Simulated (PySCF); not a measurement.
PySCF input file for Ga(F) cation (FGa), SMILES [F][Ga] (connectivity only; charge and spin as stated), charge +1, multiplicity 2, TDA-B3LYP/def2-TZVPD. Geometry optimised at PBE0-D3(BJ)/def2-TZVPD. The multiplicity is an assumed one; other spin states were not compared.

```python
import numpy as np
from pyscf import gto, scf, dft, tdscf

mol = gto.M(
    atom='''
    Ga    0.00000000    0.00000000   -0.38387324
    F     0.00000000    0.00000000    1.32223006
    ''',
    basis='def2-TZVPD',
    charge=1,
    spin=1,
    max_memory=1600,
    verbose=4,
)
mf = dft.UKS(mol, xc='b3lyp').density_fit(auxbasis='def2-universal-jkfit')
mf.grids.level = 3
mf.conv_tol = 1e-9
mf.max_cycle = 100
mf.kernel()
fine, coarse = mf.grids, dft.Grids(mol).set(level=1).build(with_non0tab=True)
for _ in range(3):  # follow internal instabilities
    mf.grids = coarse
    mo, _, stable, _ = mf.stability(return_status=True, nroots=4)
    mf.grids = fine
    if stable:
        break
    mf.kernel(mf.make_rdm1(mo, mf.mo_occ))
mf.grids = dft.Grids(mol).set(level=1).build(with_non0tab=True)  # coarser grid for the response kernel
td = tdscf.TDA(mf)
td.nstates = 10
td.conv_tol = 1e-4
td.positive_eig_threshold = 1e-6
td.kernel(x0=td.get_init_guess(mf, 15))
td.analyze()
```

It prints:

```
PySCF version 2.14.0

[INPUT] verbose = 4
[INPUT] num. atoms = 2
[INPUT] num. electrons = 39
[INPUT] charge = 1
[INPUT] spin (= nelec alpha-beta = 2S) = 1
[INPUT] symmetry False subgroup None
[INPUT] Mole.unit = angstrom
[INPUT] Symbol           X                Y                Z      unit          X                Y                Z       unit  Magmom
[INPUT]  1 Ga     0.000000000000   0.000000000000  -0.383873240000 AA    0.000000000000   0.000000000000  -0.725415290149 Bohr   0.0
[INPUT]  2 F      0.000000000000   0.000000000000   1.322230060000 AA    0.000000000000   0.000000000000   2.498652687067 Bohr   0.0

nuclear repulsion = 86.5366369355713
number of shells = 32
number of NR pGTOs = 161
number of NR cGTOs = 94
basis = def2-TZVPD
ecp = {}


[settings echo left out]
init E= -2024.30553501196
  alpha nocc = 20  HOMO = -0.27012931451231  LUMO = -0.0572944773986239
  beta  nocc = 19  HOMO = -0.520081248648105  LUMO = -0.27012931451231

WARN: HOMO -0.27012931451231 >= LUMO -0.27012931451231

cycle= 1 E= -2024.30488272325  delta_E= 0.000652  |g|= 0.745  |ddm|= 1.04
  alpha nocc = 20  HOMO = -0.497264947833155  LUMO = -0.335864021472893
  beta  nocc = 19  HOMO = -0.487511188265744  LUMO = -0.477917728669269
  HOMO = -0.487511188266  LUMO = -0.477917728669  gap/eV = 0.26105
cycle= 2 E= -2022.66048129702  delta_E= 1.64  |g|= 2.29  |ddm|= 1.75
  alpha nocc = 20  HOMO = -0.622294040282711  LUMO = -0.319708126564398
  beta  nocc = 19  HOMO = -0.740077094496011  LUMO = -0.531942848364963
  HOMO = -0.622294040283  LUMO = -0.531942848365  gap/eV = 2.45858
cycle= 3 E= -2024.43207822286  delta_E= -1.77  |g|= 0.381  |ddm|= 1.35
  alpha nocc = 20  HOMO = -0.602186619525749  LUMO = -0.307829766894055
  beta  nocc = 19  HOMO = -0.652110354337579  LUMO = -0.504839315639948
  HOMO = -0.602186619526  LUMO = -0.50483931564  gap/eV = 2.64896
cycle= 4 E= -2024.45986969335  delta_E= -0.0278  |g|= 0.137  |ddm|= 0.254
  alpha nocc = 20  HOMO = -0.606489434245773  LUMO = -0.305099795512548
  beta  nocc = 19  HOMO = -0.662512626128835  LUMO = -0.499961931525725
  HOMO = -0.606489434246  LUMO = -0.499961931526  gap/eV = 2.89876
cycle= 5 E= -2024.46470888279  delta_E= -0.00484  |g|= 0.0338  |ddm|= 0.0467
  alpha nocc = 20  HOMO = -0.604932328604157  LUMO = -0.303039645729927
  beta  nocc = 19  HOMO = -0.670714881457224  LUMO = -0.496441950074875
  HOMO = -0.604932328604  LUMO = -0.496441950075  gap/eV = 2.95217
cycle= 6 E= -2024.46519218094  delta_E= -0.000483  |g|= 0.00334  |ddm|= 0.0238
  alpha nocc = 20  HOMO = -0.604831819390235  LUMO = -0.302589140739712
  beta  nocc = 19  HOMO = -0.670764687135886  LUMO = -0.495618633627529
  HOMO = -0.60483181939  LUMO = -0.495618633628  gap/eV = 2.97184
cycle= 7 E= -2024.46519956154  delta_E= -7.38e-06  |g|= 0.000673  |ddm|= 0.00433
  alpha nocc = 20  HOMO = -0.604945838173442  LUMO = -0.302678250511508
  beta  nocc = 19  HOMO = -0.670761041500085  LUMO = -0.495622006903233
  HOMO = -0.604945838173  LUMO = -0.495622006903  gap/eV = 2.97485
cycle= 8 E= -2024.46520015547  delta_E= -5.94e-07  |g|= 0.000287  |ddm|= 0.00175
  alpha nocc = 20  HOMO = -0.604945588032891  LUMO = -0.302683942239319
  beta  nocc = 19  HOMO = -0.670761459209255  LUMO = -0.495625304281582
  HOMO = -0.604945588033  LUMO = -0.495625304282  gap/eV = 2.97476
cycle= 9 E= -2024.46520022198  delta_E= -6.65e-08  |g|= 0.000119  |ddm|= 0.000509
  alpha nocc = 20  HOMO = -0.604937627253406  LUMO = -0.302676880598021
  beta  nocc = 19  HOMO = -0.670783559765891  LUMO = -0.495618958616589
  HOMO = -0.604937627253  LUMO = -0.495618958617  gap/eV = 2.97471
cycle= 10 E= -2024.46520022918  delta_E= -7.21e-09  |g|= 1.09e-05  |ddm|= 0.000138
  alpha nocc = 20  HOMO = -0.604937218556316  LUMO = -0.302677845485864
  beta  nocc = 19  HOMO = -0.670782833601821  LUMO = -0.495620975735683
  HOMO = -0.604937218556  LUMO = -0.495620975736  gap/eV = 2.97465
cycle= 11 E= -2024.46520022927  delta_E= -8.28e-11  |g|= 9.17e-07  |ddm|= 2.47e-05
  alpha nocc = 20  HOMO = -0.604937324306277  LUMO = -0.302677827266482
  beta  nocc = 19  HOMO = -0.670783271511646  LUMO = -0.495621057291999
  HOMO = -0.604937324306  LUMO = -0.495621057292  gap/eV = 2.97465
Extra cycle  E= -2024.46520022927  delta_E= -4.55e-12  |g|= 1.55e-06  |ddm|= 1.1e-06
converged SCF energy = -2024.46520022927  <S^2> = 0.75304206  2S+1 = 2.0030397
tot grids = 12720
uhf_internal: lowest eigs of H = [0.19766147 0.19766284 0.33934177 0.46556265]
<class 'pyscf.df.df_jk.DFUKS'> wavefunction is stable in the internal stability analysis
tot grids = 12720
Overwritten attributes  positive_eig_threshold  of <class 'pyscf.tdscf.uks.TDA'>


******** <class 'pyscf.tdscf.uks.TDA'> for <class 'pyscf.df.df_jk.DFUKS'> ********
nstates = 10
deg_eia_thresh = 1.000e-03
wfnsym = None
conv_tol = 0.0001
eigh lindep = 1e-12
eigh level_shift = 0
eigh max_cycle = 100


Excitation energies (eV)
[2.81924369 2.81924369 5.10120739 6.32907468 6.32907468 7.97093572
 7.98166172 7.98168603 8.07856297 8.54517253]

** Excitation energies and oscillator strengths **
Excited State   1:      2.81924 eV    439.78 nm  f=0.0016
      19b ->   20b     -0.99537
Excited State   2:      2.81924 eV    439.78 nm  f=0.0016
      18b ->   20b      0.99537
Excited State   3:      5.10121 eV    243.05 nm  f=0.0635
      18a ->   22a      0.16563
      19a ->   21a     -0.16563
      20a ->   23a     -0.15363
      17b ->   20b     -0.93546
Excited State   4:      6.32907 eV    195.90 nm  f=0.1305
      20a ->   21a      0.29926
      20a ->   22a      0.93626
      17b ->   22b     -0.14254
Excited State   5:      6.32907 eV    195.90 nm  f=0.1305
      20a ->   21a      0.93626
      20a ->   22a     -0.29926
      17b ->   21b     -0.14254
Excited State   6:      7.97094 eV    155.55 nm  f=0.0009
      18a ->   21a     -0.18207
      18a ->   22a     -0.50575
      19a ->   21a      0.50575
      19a ->   22a     -0.18207
      20a ->   23a     -0.11436
      18b ->   21b     -0.38677
      18b ->   22b      0.21469
      19b ->   21b      0.21469
      19b ->   22b      0.38677
Excited State   7:      7.98166 eV    155.34 nm  f=0.0000
      18a ->   21a     -0.18524
      18a ->   22a      0.65523
      19a ->   21a      0.65523
      19a ->   22a      0.18524
      18b ->   21b     -0.18342
      19b ->   22b     -0.18342
Excited State   8:      7.98169 eV    155.34 nm  f=0.0000
      18a ->   21a     -0.65523
      18a ->   22a     -0.18524
      19a ->   21a     -0.18524
      19a ->   22a      0.65523
      18b ->   22b     -0.18343
      19b ->   21b      0.18343
Excited State   9:      8.07856 eV    153.47 nm  f=0.0000
      18a ->   21a      0.66447
      18a ->   22a     -0.23921
      19a ->   21a      0.23921
      19a ->   22a      0.66447
Excited State  10:      8.54517 eV    145.09 nm  f=0.0000
      18a ->   22a     -0.17871
      19a ->   21a     -0.17871
      18b ->   21b     -0.67817
      19b ->   22b     -0.67817

** Transition electric dipole moments (AU) **
state          X           Y           Z        Dip. S.      Osc.
  1        -0.1328     -0.0745      0.0000      0.0232      0.0016
  2        -0.0745      0.1328      0.0000      0.0232      0.0016
  3        -0.0000      0.0000      0.7127      0.5080      0.0635
  4         0.8001      0.4486      0.0000      0.8414      0.1305
  5         0.4486     -0.8001      0.0000      0.8414      0.1305
  6         0.0000     -0.0000      0.0667      0.0044      0.0009
  7        -0.0000     -0.0000     -0.0000      0.0000      0.0000
  8        -0.0000     -0.0000     -0.0000      0.0000      0.0000
  9        -0.0000     -0.0000      0.0000      0.0000      0.0000
 10         0.0000     -0.0000      0.0000      0.0000      0.0000

** Transition velocity dipole moments (imaginary part, AU) **
state          X           Y           Z        Dip. S.      Osc.
  1        -0.0098     -0.0055      0.0000      0.0001      0.0008
  2        -0.0055      0.0098     -0.0000      0.0001      0.0008
  3        -0.0000     -0.0000      0.0088      0.0001      0.0003
  4         0.1024      0.0574      0.0000      0.0138      0.0395
  5         0.0574     -0.1024      0.0000      0.0138      0.0395
  6         0.0000      0.0000     -0.0156      0.0002      0.0006
  7         0.0000      0.0000      0.0000      0.0000      0.0000
  8         0.0000     -0.0000      0.0000      0.0000      0.0000
  9         0.0000     -0.0000     -0.0000      0.0000      0.0000
 10         0.0000      0.0000      0.0000      0.0000      0.0000

** Transition magnetic dipole moments (imaginary part, AU) **
state          X           Y           Z
  1         0.0810     -0.1444     -0.0000
  2        -0.1444     -0.0810      0.0000
  3        -0.0000     -0.0000     -0.0000
  4        -0.3885      0.6929      0.0000
  5         0.6929      0.3885     -0.0000
  6         0.0000     -0.0000      0.0000
  7         0.0000     -0.0000      0.0000
  8        -0.0000      0.0000     -0.0000
  9        -0.0000      0.0000      0.0000
 10         0.0000      0.0000     -0.0000
```

The calculation finished and met its thresholds.
